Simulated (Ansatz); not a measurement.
C5H8NO (SMILES [CH2]N1CCCC1=O), doublet, at a GFN2-xTB geometry; BLYP/3-21G in Ansatz (a quantum-chemistry and plane-wave program).

Input for Ansatz:
Ansatz 0.2 input:
```yaml
crystal:
  periodic: [false, false, false]
  atoms:
    - {symbol: C, position_ang: [2.06888233, 0.27271601, -0.16396691]}
    - {symbol: N, position_ang: [0.72581799, 0.26398930, -0.04869718]}
    - {symbol: C, position_ang: [-0.07319759, 1.47093508, -0.08537597]}
    - {symbol: C, position_ang: [-1.49412677, 0.96500721, -0.34589374]}
    - {symbol: C, position_ang: [-1.48225820, -0.43381841, 0.26481694]}
    - {symbol: C, position_ang: [-0.03091949, -0.86591666, 0.15995499]}
    - {symbol: O, position_ang: [0.42114034, -1.99147519, 0.25235738]}
    - {symbol: H, position_ang: [2.58101234, -0.66448092, -0.09888963]}
    - {symbol: H, position_ang: [2.57735037, 1.19974183, -0.32614208]}
    - {symbol: H, position_ang: [0.28939264, 2.14734358, -0.86230780]}
    - {symbol: H, position_ang: [-0.00600170, 1.98531643, 0.88125484]}
    - {symbol: H, position_ang: [-2.24705897, 1.61571689, 0.09408095]}
    - {symbol: H, position_ang: [-1.67571076, 0.90227057, -1.41947156]}
    - {symbol: H, position_ang: [-1.76399898, -0.41536987, 1.32065721]}
    - {symbol: H, position_ang: [-2.13511543, -1.14020171, -0.24437276]}
basis:
  gaussian:
    orbitals: 3-21G.json
    nuclear_model: gaussian
hamiltonian:
  xc: blyp
magnetization: {spin_polarized: true, initial_magnetization: 1}
```
The basis file holds 3-21G in the JSON format of the Basis Set Exchange.

It wrote (shortened):

```
Functional definition: BLYP
1022 factors; integrals over basis functions are off by at most 9.7e-4 eV
mean field evaluation 1: about -8790.0397 eV, gradient 4.7e1 eV
mean field evaluation 2: about -8777.0404 eV, gradient 7.3e1 eV
mean field evaluation 4: about -8799.0321 eV, gradient 5.2e0 eV
mean field evaluation 8: about -8799.0638 eV, gradient 7.1e-1 eV
mean field evaluation 16: about -8799.0661 eV, gradient 3.3e-4 eV
mean field -8799.06612671 eV, -323.3597159352 hartree, gradient 5.4e-5 eV, S^2 0.752697; 0 other end points of the search recorded, 0 dependent functions left out
reference -8799.06644391 eV, -323.3597275922 hartree; 27, 26 occupied and 52, 53 virtual orbitals, 1022 factors
Total energy: -8799.06644391 eV, -323.3597275922 hartree
```
